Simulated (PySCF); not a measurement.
Species: `C[Si@@H](F)[SiH3]`. The columns A, B, C and D hold Mulliken, IAO, Hirshfeld and ESP-fitted charges (e) of one PBE0/pcSseg-1 density (PySCF), in a shuffled order. Coordinates in Å (GFN2-xTB); the density's dipole moment is (-0.07, -0.98, -1.51) D.

```csv
atom,x,y,z,A,B,C,D
C1,-1.625,-0.623,-0.217,-0.733,-0.646,-0.214,-0.578
Si2,-0.335,0.734,0.096,+0.960,+0.797,+0.369,+0.694
F3,-0.641,1.268,1.600,-0.547,-0.436,-0.218,-0.336
Si4,1.847,-0.010,0.031,+0.245,+0.121,+0.216,+0.040
H5,-1.536,-1.030,-1.220,+0.159,+0.139,+0.044,+0.130
H6,-2.637,-0.243,-0.105,+0.166,+0.153,+0.050,+0.161
H7,-1.507,-1.446,0.483,+0.161,+0.146,+0.046,+0.145
H8,-0.670,1.919,-0.697,-0.135,-0.107,-0.081,-0.145
H9,2.186,-0.505,-1.307,-0.099,-0.066,-0.075,-0.051
H10,2.113,-1.112,0.962,-0.088,-0.051,-0.068,-0.023
H11,2.809,1.050,0.348,-0.089,-0.049,-0.069,-0.038
```

**Question.** Which column most likely holds the ESP-fitted charges?

**Answer.** D. Σ q r misses the density's dipole by 0.03 D (D), 0.66 D (C), 1.19 D (B), 1.86 D (A). Charges fitted to the outside potential are the only set here that is tied to the molecule's multipoles.

**Question.** And the Hirshfeld charges?

**Answer.** C. The mean sizes are 0.132 e (C), 0.213 e (D), 0.247 e (B), 0.308 e (A), and Hirshfeld charges are commonly the smallest of these schemes.

As computed, A = IAO, B = Mulliken, C = Hirshfeld, D = ESP-fitted. Hydrogens on carbon: IAO +0.16 to +0.17, Mulliken +0.14 to +0.15, Hirshfeld +0.04 to +0.05, ESP-fitted +0.13 to +0.16 e.

The IAO scheme projects the occupied orbitals on a minimal set of polarised atomic orbitals and counts the electrons in each atom's part of it. The Hirshfeld scheme weights the molecular density at each point by an atom's share of the summed free-atom densities.

Isolated species at its GFN2-xTB geometry, gas phase.

These values come from a run that also computed NMR shieldings. Time: 15 s; peak memory 0.54 GiB. Hardware: Arm Neoverse N1, one thread, no GPU (shared host).
